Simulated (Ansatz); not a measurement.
CH3AlO, SMILES `O[C][AlH2]` (singlet; the order of the spin states depends on the level) (charge 0, multiplicity 1). This singlet lies 0.09 eV below the relaxed triplet at the level frozen-core CCSD(T)/cc-pVTZ // PBE0-D3(BJ)/def2-TZVP (Ansatz, a quantum-chemistry and plane-wave program); other levels give the other order.

These are LC-ωPBE/cc-pVTZ // PBE0-D3(BJ)/def2-TZVP (Ansatz) values and carry that method's errors.

Ansatz 0.2 input:
```yaml
crystal:
  periodic: [false, false, false]
  atoms:
    - { symbol: O, position_ang: [1.854986, -0.146207, -0.31865] }
    - { symbol: C, position_ang: [0.636708, -0.048151, 0.019511] }
    - { symbol: Al, position_ang: [-1.205515, 0.086363, -0.130873] }
    - { symbol: H, position_ang: [2.454916, -0.171838, 0.454072] }
    - { symbol: H, position_ang: [-1.762144, 1.56365, -0.046689] }
    - { symbol: H, position_ang: [-1.97895, -1.283817, 0.022629] }
basis:
  gaussian: { orbitals: cc-pVTZ }
hamiltonian:
  xc: lc_wpbe
```

Output:

```
Functional definition: LC-wPBE
784 factors; their error is unknown
265 factors; integrals over basis functions are off by at most 2.6e-5 eV
mean field evaluation 1: about -9721.2728 eV, gradient 3.0e1 eV
mean field evaluation 2: about -9721.9677 eV, gradient 2.7e1 eV
mean field evaluation 4: about -9723.1360 eV, gradient 2.0e0 eV
mean field evaluation 8: about -9723.1456 eV, gradient 1.1e-1 eV
mean field evaluation 16: about -9723.1284 eV, gradient 6.2e-5 eV
mean field -9723.12843474 eV, -357.3183794035 hartree, gradient 6.2e-5 eV, S^2 0.000000; 0 other end points of the search recorded, 0 dependent functions left out
reference -9723.12843475 eV, -357.3183794038 hartree; 15, 15 occupied and 121, 121 virtual orbitals, 784 factors
Total energy: -9723.12843475 eV, -357.3183794038 hartree
```
